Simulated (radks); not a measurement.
Results of a calculation; reference values are marked as such.
Initial-state core-level shifts of the molybdenum ion Mo+ when its valence configuration changes from [Kr] 4d5. Level of theory: Dirac Kohn-Sham, LDA (Slater exchange, Perdew-Wang correlation), spin-unpolarised, spherical densities, finite nucleus; open shells fill j = l - 1/2 first; Fermi nuclear charge, rms radius 4.4091 fm (a radial shooting solver on a logarithmic mesh with Libxc functionals). Shifts are changes of the shell-averaged eigenvalues in eV (positive: less bound); the change of the density at the nucleus, which sets a Mossbauer isomer shift, is in e/bohr^3, on a base of 9.045e+04.

valence              2s      2p      3p      4p  density at nucleus
4d4 5s1          -3.503  -3.484  -3.438  -3.024             +16.724
4d4 5p1          -4.639  -4.618  -4.589  -4.164              +1.879
4d4.5 5s0.5      -1.685  -1.675  -1.657  -1.470              +7.932
4d4 5s0.5 5p0.5  -4.077  -4.057  -4.019  -3.600              +9.405
4d3 5s2          -7.639  -7.599  -7.453  -6.420             +37.494
4d3 5s0.5 5p1.5  -9.331  -9.287  -9.161  -8.077             +13.298
4d3 5s1 5p1      -8.778  -8.735  -8.603  -7.536             +21.607
4d3 5p2          -9.873  -9.827  -9.709  -8.607              +4.734
4d3.5 5s1.5      -5.503  -5.474  -5.384  -4.685             +26.569
